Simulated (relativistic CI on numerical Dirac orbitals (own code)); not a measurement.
Radial Dirac CI calculation of N⁺.

Command:

```sh
python run_levels.py task.json out
```

Input:

```
atom N  Z=7  charge=1  electrons=6
nucleus A=14  rms_radius_fm=2.8140
hamiltonian dirac-coulomb  breit=on  qed=on  c_scale=1
orbitals kli  potential=per-configuration
slater_scale 1
correlation none
mixing on
grid step=0.0125 r_max=34.5
scf mixing=0.4 start=green max_iterations=150 tolerance=2e-08 node_fill=0.05
configurations
  [He] 2s2 2p2
end
```

Output:

```
SCF 1: [He] 2s2 2p2
 iter      energy (Ha)   residual   last orbital (Ha)
    1       -53.617577   4.66e-01     -1.35787
    2       -53.826873   2.17e-01     -1.16525
    3       -53.876909   1.15e-02     -1.04853
    4       -53.877265   5.27e-03     -1.06207
    5       -53.877330   2.94e-04     -1.06560
    6       -53.877330   2.05e-05     -1.06557
    7       -53.877330   1.52e-06     -1.06557
    8       -53.877330   8.50e-08     -1.06557
    9       -53.877330   3.13e-08     -1.06557
   10       -53.877330   3.37e-10     -1.06557
orbital energies (Ha): 1s -15.1760  2s -1.5036  2p1/2 -1.0665  2p3/2 -1.0656
configuration averages (Ha): Dirac-Coulomb, Breit, QED
  2p2                            -53.877330    0.004665    0.002951
levels: no., configuration, term, J, E (cm-1), weight
   1 2p2                    3P   0                0.0  1.00
   2 2p2                    3P   1               48.8  1.00
   3 2p2                    3P   2              131.7  1.00
   4 2p2                    1D   2            17525.1  1.00
   5 2p2                    1S   0            43700.8  1.00
lowest total energy -53.909852 Ha
end: converged
```

Against the reference input this run has: nuclear radius 2.814 fm. The reference run ends at -53.909852 Ha with Breit and QED terms. With a changed speed of light or nuclear radius the levels are not those of the real ion, and the QED model is not rescaled. The change (nuclear radius 2.814 fm) leaves the energy and the levels as they were.

With so few configurations and no correlation, terms lie too far apart (by 10 to 50 % or more near neutrality), their order can be wrong, and levels of other configurations are missing.
